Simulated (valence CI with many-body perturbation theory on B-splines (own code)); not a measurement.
# Forbidden lines of Ag XLIII

Level of theory: relativistic CI+MBPT: three valence electrons over a frozen Dirac-Fock core [He], radial functions for each j: 11 s, 11 p, 9 d, 7 f, 5 g, 2 h, 1 i, with the one-electron correlation potential Σ1 (screened to all orders), the two-electron term Σ2, the three-electron term Σ3, Breit, model QED; selected single and double excitations, second order for the rest (own B-spline code, finite nucleus).

No measured spectrum was set against this ion. As an estimate, large intervals hold to a few tenths of a per cent, small ones and those within an open d or f shell to about a per cent.

Lines 1 to 25 of 25 in falling wavelength, among levels below 4409.0 eV, chosen from the decays that carry over 1 % of a level's rate. Wavelengths and rates use the calculated energies. Electric multipoles are in the length gauge, E1 and E2 with the static RPA response of the core. Weak lines are less certain than strong ones. Lines between different terms over intervals too small for the method are left out, as are lines whose strength nearly cancels. The highest levels of a list are the least certain.

Levels are named by their leading jj configuration (3d3/2^4 stands for four electrons in 3d with j = 3/2), which in mixed levels can hold well under half, so a name can repeat and another be missing. Letters in brackets count levels of one name in rising energy.

| λ vac (Å) | Upper | Lower | Type | A (s⁻¹) | Branch % |
| --- | --- | --- | --- | --- | --- |
| 79.45 | (2s 2p1/2 2p3/2) J=3/2 [a] | (2s 2p1/2^2) J=1/2 | M1 | 2.90e+07 | 2.9 |
| 63.53 | (2s^2 2p3/2) J=3/2 | (2s^2 2p1/2) J=1/2 | M1 | 3.45e+07 | 58.3 |
| 3.424 | (2s 2p3/2 3p3/2) J=7/2 | (2s 2p3/2^2) J=3/2 | E2 | 3.28e+09 | 1.5 |
| 3.394 | (2s^2 3p1/2) J=1/2 | (2s^2 2p3/2) J=3/2 | E2 | 1.84e+11 | 11.0 |
| 3.365 | (2s 2p3/2 3p3/2) J=7/2 | (2s 2p3/2^2) J=5/2 | E2 | 5.19e+10 | 23.8 |
| 3.355 | (2s 2p3/2 3p3/2) J=1/2 [b] | (2s 2p3/2^2) J=3/2 | E2 | 8.89e+10 | 1.7 |
| 3.351 | (2s 2p1/2 3p3/2) J=5/2 | (2s 2p1/2 2p3/2) J=5/2 | E2 | 5.15e+10 | 1.3 |
| 3.321 | (2s 2p3/2 3d5/2) J=9/2 | (2s 2p3/2^2) J=5/2 | M2 | 2.07e+09 | 39.1 |
| 3.321 | (2s 2p3/2 3d5/2) J=9/2 | (2s 2p3/2^2) J=5/2 | E3 | 9.23e+07 | 1.7 |
| 3.203 | (2s 2p3/2 3p3/2) J=7/2 | (2s 2p1/2 2p3/2) J=5/2 | E2 | 5.73e+10 | 26.3 |
| 3.193 | (2s 2p1/2 3p3/2) J=5/2 | (2s 2p1/2^2) J=1/2 | E2 | 1.00e+11 | 2.6 |
| 3.181 | (2s 2p3/2 3p3/2) J=7/2 | (2s 2p1/2 2p3/2) J=3/2 [a] | E2 | 7.45e+10 | 34.2 |
| 3.177 | (2s 2p3/2 3p3/2) J=1/2 [b] | (2s 2p1/2 2p3/2) J=3/2 [b] | E2 | 9.51e+10 | 1.8 |
| 3.163 | (2s 2p3/2 3d5/2) J=9/2 | (2s 2p1/2 2p3/2) J=5/2 | M2 | 3.22e+08 | 6.1 |
| 3.163 | (2s 2p3/2 3d5/2) J=9/2 | (2s 2p1/2 2p3/2) J=5/2 | E3 | 1.07e+08 | 2.0 |
| 3.142 | (2s 2p3/2 3d5/2) J=9/2 | (2s 2p1/2 2p3/2) J=3/2 [a] | E3 | 1.71e+08 | 3.2 |
| 3.082 | (2p1/2 2p3/2 3d3/2) J=7/2 | (2s 2p1/2 2p3/2) J=3/2 [b] | E2 | 8.71e+10 | 3.7 |
| 3.079 | (2p1/2 2p3/2 3d5/2) J=7/2 | (2s 2p1/2 2p3/2) J=3/2 [b] | E2 | 6.90e+10 | 1.2 |
| 3.052 | (2p1/2^2 3d3/2) J=3/2 | (2s 2p1/2^2) J=1/2 | E2 | 3.20e+11 | 1.1 |
| 3.049 | (2p1/2 2p3/2 3d3/2) J=7/2 | (2s 2p1/2 2p3/2) J=5/2 | E2 | 1.87e+11 | 7.9 |
| 3.046 | (2p1/2 2p3/2 3d5/2) J=7/2 | (2s 2p1/2 2p3/2) J=5/2 | E2 | 1.23e+11 | 2.1 |
| 3.037 | (2p1/2 2p3/2 3d5/2) J=9/2 | (2s 2p1/2 2p3/2) J=5/2 | E2 | 4.94e+11 | 79.9 |
| 3.036 | (2p1/2 2p3/2 3d3/2) J=1/2 [a] | (2s 2p1/2 2p3/2) J=3/2 [a] | E2 | 4.34e+11 | 1.3 |
| 3.029 | (2p1/2 2p3/2 3d3/2) J=7/2 | (2s 2p1/2 2p3/2) J=3/2 [a] | E2 | 2.15e+11 | 9.1 |
| 3.026 | (2p1/2 2p3/2 3d5/2) J=7/2 | (2s 2p1/2 2p3/2) J=3/2 [a] | E2 | 2.73e+11 | 4.7 |
